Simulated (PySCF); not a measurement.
From one molecule to another.

First species: C6H8N2O2.
Numbering: `[CH3:1][n:2]1[cH:3][c:4]([C:5](=[O:6])[O-:7])[cH:8][n+:9]1[CH3:10]` (hydrogens: H11, H12, H13 on C1; H14 on C3; H15 on C8; H16, H17, H18 on C10)

Second species: C5H16Si2.
SMILES: `CC[C@@H]([SiH3])C[SiH2]C`

Levels: PBE0/pcSseg-1 for dipole moment, HOMO energy, LUMO energy and HOMO–LUMO gap; GFN2-xTB for rotational constant A and rotational constant C. Geometries: GFN2-xTB. Each species is one conformer at its optimised geometry, gas phase, non-relativistic unless stated. Electronic properties by PySCF.

Dipoles, sizes and rotational constants follow the conformer. The torsions of the flexible species, by atom-mapped SMILES:
- `[CH3:1][n:2]1[cH:3][c:4]([C:5](=[O:6])[O-:7])[cH:8][n+:9]1[CH3:10]`: C3–C4–C5–O6 180°
- `[CH3:1][CH2:2][C@@H:3]([SiH3:4])[CH2:5][SiH2:6][CH3:7]`: C1–C2–C3–Si4 -62°, C2–C3–C5–Si6 58°, C3–C5–Si6–C7 48°

Question: Which of the two has the higher rotational constant A, and by how much?

Answer: The first: 3.081 GHz against 2.376 GHz, a difference of 0.705 GHz.

Question: Which has the higher dipole moment?

Answer: The first: 16.18 D against 0.60 D, a difference of 15.58 D.

Question: Which of the two has the higher rotational constant C, and by how much?

Answer: The second: 0.805 GHz against 0.666 GHz, a difference of 0.139 GHz.

Question: Which has the higher HOMO energy?

Answer: The first: -5.54 eV against -7.62 eV, a difference of 2.08 eV.

Question: Which has the higher HOMO–LUMO gap?

Answer: The second: 8.32 eV against 3.95 eV, a difference of 4.37 eV.

Question: Which has the higher LUMO energy?

Answer: The second: 0.70 eV against -1.59 eV, a difference of 2.29 eV.

On the first: A dipole of 16.18 D is allowed in C2v, and pure rotational transitions are dipole-allowed. In atomic units the dipole is 6.37 e·bohr (1 au = 2.5417 D).

On the second: The dipole equals about 2.0 × 10⁻³⁰ C·m (1 D = 3.33564 × 10⁻³⁰ C·m).
